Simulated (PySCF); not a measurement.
Run times: samarium in x2c-TZVPPall-2c

Measured wall times of calculations with PySCF 2.14 in x2c-TZVPPall-2c, with two-component X2C-1e, run from one Python driver. Hardware: 1 thread of Neoverse-V1 on a shared host, 3 GiB allowed. The two-electron integrals over 140 functions were computed once and kept in memory (20 CPU seconds with the set-up); the times below exclude them.

Launch command (the driver calls PySCF for each step listed in the task file):

```bash
OMP_NUM_THREADS=1 python sorun2.py TASK.json OUT
```

```tsv
species	step	iterations	wall time (s)
Sm(3+) [Xe] 4f5	GHF, spin-free	8	19
Sm(3+) [Xe] 4f5	GMP2 (31 electrons), spin-free		20
Sm(3+) [Xe] 4f5	GHF, screened spin-orbit	16	64
Sm(3+) [Xe] 4f5	GMP2 (31 electrons), screened spin-orbit		17
Sm(4+) [Xe] 4f4	GHF, spin-free	7	17
Sm(4+) [Xe] 4f4	GMP2 (30 electrons), spin-free		16
Sm(4+) [Xe] 4f4	GHF, screened spin-orbit	14	130
Sm(4+) [Xe] 4f4	GMP2 (30 electrons), screened spin-orbit		16
```

Peak memory of the process: 0.99 GiB. Times on a shared host vary from run to run.
